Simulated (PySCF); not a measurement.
## UHF on O (oxygen, neutral)

Configuration: [He] 2s2 2p4, high-spin 3P determinant. All numbers are calculated (PySCF 2.14, scalar relativity by spin-free X2C-1e, in cc-pVTZ-DK (4s3p2d1f, 30 functions)).

| Item | Value |
| --- | --- |
| Total energy | -74.863870 hartree |
| One-electron energy | -103.3389 hartree |
| Hartree (Coulomb) energy | 36.7054 hartree |
| Exchange energy | -8.2304 hartree |
| ⟨S²⟩ | 2.0072 |
| ⟨L²⟩ | 2.013 |
| Sum of ⟨r⟩ | 7.591 bohr |
| Sum of ⟨r²⟩ | 11.06 bohr² |
| Traceless quadrupole moment −½Σ⟨3z² − r²⟩ along its main axis | -0.912 e·bohr² |
| Langevin diamagnetic susceptibility | -8.76 ×10⁻⁶ cm³/mol |
| Time after the integrals | 0.08 s of wall time on 1 thread of Neoverse-V1 (shared host) |

```
shell  electrons  mean orbital energy (hartree)  spread (hartree)  rms radius, mean of both spins (bohr)
 1s α          1                      -20.71831                 0                                  0.230
 1s β          1                      -20.64063                 0                                  0.230
 2s α          1                       -1.41630                 0                                   1.26
 2s β          1                       -1.07587                 0                                   1.26
 2p α          3                       -0.67269           0.09900                                   1.40
 2p β          1                       -0.51966                 0                                   1.40
```
